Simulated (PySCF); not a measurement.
# UHF on Ru²⁺ (ruthenium, charge +2)

Configuration: [Kr] 4d6, high-spin 5D determinant. Computed with PySCF 2.14 in aug-cc-pVTZ-PP with ECP28MDF, with scalar relativity through the core potential.

| Item | Value |
| --- | --- |
| Total energy | -93.037709 hartree |
| One-electron energy | -153.5040 hartree |
| Hartree (Coulomb) energy | 69.5516 hartree |
| Exchange energy | -9.0853 hartree |
| ⟨S²⟩ | 6.0035 |
| ⟨L²⟩ | 6.034 |
| Sum of ⟨r⟩ | 18.06 bohr |
| Sum of ⟨r²⟩ | 27.35 bohr² |
| Traceless quadrupole moment −½Σ⟨3z² − r²⟩ along its main axis | 0.697 e·bohr² |

```json
{"shell": "4s α", "electrons": "1", "mean orbital energy (eV)": "-117.50", "spread (eV)": "0", "rms radius, mean of both spins (bohr)": "1.10"}
{"shell": "4s β", "electrons": "1", "mean orbital energy (eV)": "-110.40", "spread (eV)": "0", "rms radius, mean of both spins (bohr)": "1.10"}
{"shell": "4p α", "electrons": "3", "mean orbital energy (eV)": "-83.046", "spread (eV)": "1.581", "rms radius, mean of both spins (bohr)": "1.21"}
{"shell": "4p β", "electrons": "3", "mean orbital energy (eV)": "-74.027", "spread (eV)": "1.280", "rms radius, mean of both spins (bohr)": "1.21"}
{"shell": "4d α", "electrons": "5", "mean orbital energy (eV)": "-31.865", "spread (eV)": "1.871", "rms radius, mean of both spins (bohr)": "1.64"}
{"shell": "4d β", "electrons": "1", "mean orbital energy (eV)": "-27.866", "spread (eV)": "0", "rms radius, mean of both spins (bohr)": "1.64"}
```

Energies and moments cover only the electrons outside the core potential.
